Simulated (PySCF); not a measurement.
Cartesian coordinates in Å; atom numbers follow the order of the lines, from 1:
```xyz
15

C    -1.7285   -1.3725   -0.2782
C    -1.0103   -0.2940    0.0057
C    -1.4066    1.0589   -0.5066
Si    0.5827   -0.3448    1.0313
Si    2.4204    0.4095   -0.1688
Cl    0.8590   -2.2544    1.6886
H    -2.6286   -1.3243   -0.8733
H    -1.4522   -2.3517    0.0748
H    -2.3452    1.0132   -1.0550
H    -1.5173    1.7584    0.3203
H    -0.6337    1.4505   -1.1674
H     0.3197    0.4279    2.2571
H     3.5258   -0.5476   -0.2264
H     2.0644    0.7387   -1.5537
H     2.9458    1.6401    0.4297
```

- GFN2-xTB structure
- GIAO PBE0/pcSseg-1 shieldings
- program: PySCF 2.14
- single conformer, no solvent model, averaged over atoms made equivalent by symmetry, fast rotation or ring inversion, no relativistic terms

Shifts are taken against calculated references (same method and geometry level): TMS for $^{13}$C (186.93 ppm), $^{1}$H (31.72 ppm), $^{29}$Si (349.16 ppm); $^{35}$Cl (949.78 ppm) against HCl.

| atoms | nucleus | count | δ (ppm) |
| --- | --- | --- | --- |
| C1 | $^{13}$C | 1 | 136.4 |
| H8 | $^{1}$H | 1 | 5.92 |
| Cl6 | $^{35}$Cl | 1 | -57 |
| Si4 | $^{29}$Si | 1 | ? |
| H7 | $^{1}$H | 1 | 6.26 |
| C3 | $^{13}$C | 1 | 24.3 |
| H12 | $^{1}$H | 1 | ? |
| C2 | $^{13}$C | 1 | 149.2 |
| H13/H14/H15 | $^{1}$H | 3 | ? |
| H9/H10/H11 | $^{1}$H | 3 | 1.96 |
| Si5 | $^{29}$Si | 1 | -111.5 |

Complete the table.

Results:


- H12: 5.58 ppm, hydrogen on a silicon bonded to C, Cl, Si
- H13/H14/H15: 3.56 ppm, hydrogen on a silicon bonded to Si
- Si4: -12.9 ppm, silicon bonded to C, Cl, Si, H

Shifts are as computed. Against solution values, carbons near 30 ppm lie about +3 ppm off and those near 130 ppm about +5 ppm. Of 1309 compounds with measured shifts, 239 miss one by over three times the rms of a fit or turn the order of signals round; such compounds aren't used in these exercises.
